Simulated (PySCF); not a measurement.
A calculated (TPSSh, PySCF 2.14, aug-cc-pVDZ-DK, scalar relativity by spin-free X2C-1e) atom or ion has these occupied shells.

| shell | electrons | orbital energy (eV) | rms radius, mean of both spins (bohr) |
| --- | --- | --- | --- |
| 1s α | 1 | -6457.1 | 0.0703 |
| 1s β | 1 | -6457.1 | 0.0703 |
| 2s α | 1 | -754.76 | 0.303 |
| 2s β | 1 | -753.27 | 0.303 |
| 2p α | 3 | -638.28 | 0.273 |
| 2p β | 3 | -637.01 | 0.273 |
| 3s α | 1 | -93.142 | 0.922 |
| 3s β | 1 | -88.682 | 0.922 |
| 3p α | 3 | -61.053 | 0.997 |
| 3p β | 3 | -56.395 | 0.997 |
| 3d α | 5 | -12.302 | 1.50 |
| 3d β | 1 | -9.403 | 1.50 |

Task: Name the element and its charge.

Result: Mn⁺ (manganese, charge +1), in [Ar] 3d6, high-spin 5D determinant (an excited configuration).
